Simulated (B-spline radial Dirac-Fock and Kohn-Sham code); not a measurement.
## Binding energies of Nd⁴⁺ at several levels of theory

System: the Nd⁴⁺ ion, configuration 1s2 2s2 2p6 3s2 3p6 3d10 4s2 4p6 4d10 4f2 5s2 5p6.

The density-functional columns are spherical, spin-unpolarised Dirac-Kohn-Sham results without Breit or QED terms: −ε is minus the orbital energy of the initial state and ΔSCF the difference of two total energies. The reference in the last column comes from Dirac-Fock energy differences between relaxed states, corrected for Breit and QED terms. All numbers are from a radial atomic solver, in eV; a selection of levels is shown. For the 1s level of heavy atoms much of the gap between ΔSCF and the reference is the Breit and QED part, -174.4 eV here; for other levels the error of the functional can be larger.

| level | LDA −ε | LDA ΔSCF | PBE −ε | PBE ΔSCF | Dirac-Fock |
| --- | --- | --- | --- | --- | --- |
| 1s | 43364.7 | 43789.1 | 43407.7 | 43833.4 | 43627.4 |
| 2s | 7055.9 | 7135.3 | 7061.5 | 7140.7 | 7194.1 |
| 2p1/2 | 6681.1 | 6780.4 | 6683.4 | 6782.6 | 6784.1 |
| 2p3/2 | 6161.8 | 6252.6 | 6163.5 | 6254.1 | 6270.5 |
| 3s | 1572.9 | 1600.3 | 1574.5 | 1601.7 | 1643.4 |
| 3p1/2 | 1412.4 | 1441.0 | 1413.0 | 1441.5 | 1469.0 |
| 3p3/2 | 1308.8 | 1336.1 | 1309.2 | 1336.3 | 1364.5 |
| 3d3/2 | 1028.1 | 1059.1 | 1027.9 | 1058.8 | 1064.1 |
| 3d5/2 | 1005.7 | 1036.2 | 1005.4 | 1035.9 | 1042.2 |
| 4s | 353.9 | 367.2 | 354.5 | 367.9 | 387.6 |
| 4p1/2 | 293.1 | 306.2 | 293.4 | 306.5 | 319.7 |
| 4p3/2 | 270.2 | 282.9 | 270.6 | 283.3 | 296.7 |
| 4d3/2 | 170.0 | 182.1 | 169.9 | 182.0 | 183.0 |
| 4d5/2 | 165.8 | 177.9 | 165.8 | 177.8 | 178.9 |
| 4f | 50.10 | 60.55 | 49.73 | 60.16 | 57.48 |
| 5s | 83.20 | 90.69 | 82.94 | 90.42 | 93.17 |
| 5p1/2 | 65.41 | 72.40 | 65.16 | 72.13 | 70.87 |
| 5p3/2 | 61.58 | 68.32 | 61.39 | 68.12 | 67.03 |

Question: Order the estimates of the K (1s) level by their distance from the Dirac-Fock value, nearest first.
A. PBE −ε
B. LDA −ε
C. PBE ΔSCF
D. LDA ΔSCF

Answer: D (161.7 eV), C (206.0 eV), A (219.7 eV), B (262.8 eV).

Values without a named source are computed, but for edge energies of neutral atoms, which are taken from tables.
